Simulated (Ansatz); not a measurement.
Geometry optimisation, RKS PBE-D4/6-31G* (Ansatz 0.2.0).

The input (input.yaml):

```yaml
crystal:
  periodic: [false, false, false]
  atoms:
    - { symbol: Mg, position_ang: [0.521721, -0.129422, 0.134854] }
    - { symbol: Cl, position_ang: [-1.954093, -0.981766, -2.517445] }
    - { symbol: C, position_ang: [0.112892, 1.496074, 1.377853] }
    - { symbol: H, position_ang: [-0.786632, -1.553038, -2.268427] }
    - { symbol: O, position_ang: [1.076126, -1.693811, -1.00735] }
    - { symbol: H, position_ang: [-0.967398, 1.720795, 1.394447] }
    - { symbol: H, position_ang: [0.640223, 2.405388, 1.040593] }
    - { symbol: H, position_ang: [0.429638, 1.291076, 2.415696] }
    - { symbol: H, position_ang: [0.927523, -2.555296, -0.57022] }
basis:
  gaussian: { orbitals: "6-31G*" }
hamiltonian:
  xc: pbe
  dispersion: d4
relax:
  f_tol: 0.03
  max_steps: 50
output:
  orbitals: {}
```

Command:

```bash
$ ansatz run input.yaml --threads 2 --pin off --max-ram 3072MiB --backend cpu --events-out ev --progress --plain --runs-dir out
```

Task: Where does it end, and by what steps?

Result: It converged. The force dipped under the threshold on the way, but the program's further checks kept it going. After 16 steps the energy has fallen by 1.717 eV; Mg1 moved furthest, 1.17 Å. Parted: Cl2–H4 (1.32 → 2.45 Å). Joined: Mg1–Cl2 (3.73 → 2.30 Å), H4–O5 (2.25 → 0.99 Å).

| step | energy less start (eV) | largest force component (eV/Å) | accepted |
| --- | --- | --- | --- |
| 0 | 0.0000 | 1.317 | yes |
| 1 | -0.2781 | 0.728 | yes |
| 2 | -0.4299 | 1.396 | yes |
| 3 | -0.5828 | 0.979 | yes |
| 4 | -0.8729 | 0.842 | yes |
| 5 | -1.2565 | 1.150 | yes |
| 6 | -1.5066 | 1.690 | yes |
| 7 | -1.6352 | 0.433 | yes |
| 8 | -1.6872 | 0.164 | yes |
| 9 | -1.6875 | 0.333 | yes |
| 10 | -1.7064 | 0.396 | yes |
| 11 | -1.7146 | 0.074 | yes |
| 12 | -1.7140 | 0.078 | no |
| 13 | -1.7164 | 0.026 | yes |
| 14 | -1.7167 | 0.126 | yes |
| 15 | -1.7170 | 0.039 | yes |
| 16 | -1.7171 | 0.004 | yes |

```xyz
9
Properties=species:S:1:pos:R:3
Mg -0.448 0.128 -0.463
Cl -1.837 -0.524 -2.172
C 0.025 1.330 1.184
H 0.144 -1.880 -1.678
O 0.765 -1.516 -0.997
H -0.870 1.826 1.601
H 0.737 2.131 0.913
H 0.488 0.755 2.006
H 0.996 -2.250 -0.394
```

The run took 13 s on 2 threads of Intel(R) Xeon(R) 6975P-C (Granite Rapids) (shared host), peak memory 0.17 GiB.
